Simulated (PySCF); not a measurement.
Species: Si(SMe)Me3, C4H12SSi.
Z-matrix (Å and degrees, PBE0-D3(BJ)/def2-SVP geometry), rows numbered from 1:
```
Si
S   1  2.1591
C   2  1.8201  1  101.10
H   3  1.0992  2  111.72  1   -62.11
H   3  1.0984  2  106.96  1   179.44
H   3  1.0995  2  111.73  1    61.03
C   1  1.8799  2  110.40  3    60.39
H   7  1.1008  1  110.63  2    57.32
H   7  1.1010  1  111.71  2   -63.08
H   7  1.1024  1  110.41  2   177.19
C   1  1.8800  2  110.31  3   -60.99
H  11  1.1012  1  111.57  2    62.29
H  11  1.1006  1  110.78  2   -58.18
H  11  1.1025  1  110.45  2  -178.24
C   1  1.8751  2  104.61  3   179.57
H  15  1.1006  1  111.16  2    59.95
H  15  1.1010  1  110.93  2   -60.47
H  15  1.1019  1  110.21  2   179.88
```

Level of theory: PySCF 2.14.0, density-fitted response routines, TDDFT CAM-B3LYP/def2-SVPD, vertical, gas phase, core orbitals frozen in the response.

Frontier orbitals with the atoms that hold most of them (Löwdin shares over 4%, at most four atoms; ? is withheld):

```csv
orbital,ε (eV),atoms
HOMO-3,-10.23,"C11 25%, C7 25%, Si1 20%, H13 5%"
HOMO-2,-10.09,"C15 37%, Si1 21%, C7 8%, C11 7%"
HOMO-1,-9.34,?
HOMO,?,?
LUMO,1.05,"S2 16%, Si1 11%, C7 9%, C11 9%"
LUMO+1,1.33,"S2 39%, C15 11%, C3 8%, H18 7%"
LUMO+2,1.81,"S2 66%, H5 5%, C3 4%"
```

**Question.** Which atoms hold the HOMO, and with what shares?

**Answer.** S2 (bonded to C and Si) 70%; C3 (bonded to S and 3 H) 10%; Si1 (bonded to 3 C and S) 7%.

**Question.** Which atoms hold the HOMO-1, and with what shares?

**Answer.** S2 (bonded to C and Si) 57%; Si1 (bonded to 3 C and S) 13%; C3 (bonded to S and 3 H) 9%; C7 (bonded to Si and 3 H) 5%. By element: sulfur 57%, carbon 14% or more, silicon 13%.

**Question.** What is the HOMO energy, and the HOMO–LUMO gap?

**Answer.** ε(HOMO) = -7.85 eV; the gap is 8.89 eV (0.3268 hartree).

**Question.** How does S1 compare with the orbital gap of 8.89 eV?

**Answer.** S1 is at 5.68 eV (f = 0.0036), 3.21 eV below the gap, made of HOMO→LUMO+1 (50%), HOMO→LUMO (32%), HOMO→LUMO+8 (8%). Its leading pair isn't HOMO and LUMO; the energies of that pair differ by 9.18 eV. Without the coupling terms of the response equations the lowest excitation would equal the gap.

Next come S2 at 6.32 eV (f 0.049), HOMO→LUMO (45%), HOMO→LUMO+1 (23%), HOMO→LUMO+2 (19%); S3 at 6.82 eV (f 0.0004), HOMO→LUMO+2 (64%), HOMO→LUMO (16%), HOMO→LUMO+4 (12%); S4 at 7.21 eV (f 0.010), HOMO→LUMO+3 (88%); S5 at 7.39 eV (f 0.0085), HOMO-1→LUMO+1 (36%), HOMO-1→LUMO (34%), HOMO→LUMO+5 (15%).

Time: 2.6 min wall, 1.9 min CPU (grids of density and orbitals included); peak memory 1.1 GiB. Hardware: one thread of an AMD EPYC, no GPU, shared host with 64 logical CPUs at a one-minute load of 56.
